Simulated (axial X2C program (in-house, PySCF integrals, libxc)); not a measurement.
## Outer orbitals of CdH⁺ at 1.667 Å, HF

All values were computed with an axial X2C code built on PySCF integrals. Spin-free means the one-electron spin-free X2C Hamiltonian; two-component (2c) means X2C with spin–orbit coupling and atomic mean-field two-electron Coulomb and Gaunt terms, so the difference of the two also holds small scalar two-electron terms. Basis: Cd dyall-cv3z [12s12p8d5f3g], H dyall-v3z [6s2p1d] (cores contracted in-house); Gaussian nuclei, density fitting, unrestricted open shells. Masses: Cd 113.903 u, H 1.008 u.

The distance is close to the 2c PBE0 minimum; the highest filled and lowest empty levels are listed.

Spin-free orbitals, state M_S = 0, Λ = 0 (closed shell) (Löwdin shares):

```
symmetry  occupied  ε (eV)            atomic character
      σα       yes  -28.53            96% Cd d, 3% H s
     δ-α       yes  -28.26                   100% Cd d
     δ+α       yes  -28.26                   100% Cd d
     π+α       yes  -28.24                    99% Cd d
     π-α       yes  -28.24                    99% Cd d
      σα       yes  -17.75  52% H s, 36% Cd s, 7% Cd p
      σα        no   -6.60  48% Cd p, 42% Cd s, 8% H s
     π+α        no   -4.06                    98% Cd p
     π-α        no   -4.06                    98% Cd p
      σα        no   -1.76   79% Cd p, 7% Cd s, 7% H s
```

One partner of each degenerate Kramers or spin pair is listed.

Spinors with spin–orbit coupling (state Ω = 0):

```tsv
ω	occupied	ε (eV)	atomic character	λ mixture
1/2	yes	-28.86	97% Cd d	59% σ, 41% π
3/2	yes	-28.73	100% Cd d	81% δ, 19% π
1/2	yes	-28.10	98% Cd d	59% π, 41% σ
5/2	yes	-27.96	100% Cd d	100% δ
3/2	yes	-27.95	99% Cd d	81% π, 19% δ
1/2	yes	-17.75	52% H s, 36% Cd s, 7% Cd p	100% σ
1/2	no	-6.61	48% Cd p, 42% Cd s, 8% H s	100% σ
1/2	no	-4.11	98% Cd p	100% π
3/2	no	-4.01	98% Cd p	100% π
1/2	no	-1.76	79% Cd p, 7% Cd s, 6% H s	100% σ
```

One partner of each degenerate Kramers or spin pair is listed.

Mulliken charges and populations of the two-component result (they depend on the basis, above all on diffuse functions):

Cd 1.05 e (s 8.82 p 18.16 d 19.97 f 0.01), H -0.05 e (s 1.02 p 0.02).

One determinant describes the state; a PBE0 search over occupations chose it and may have missed a lower one.
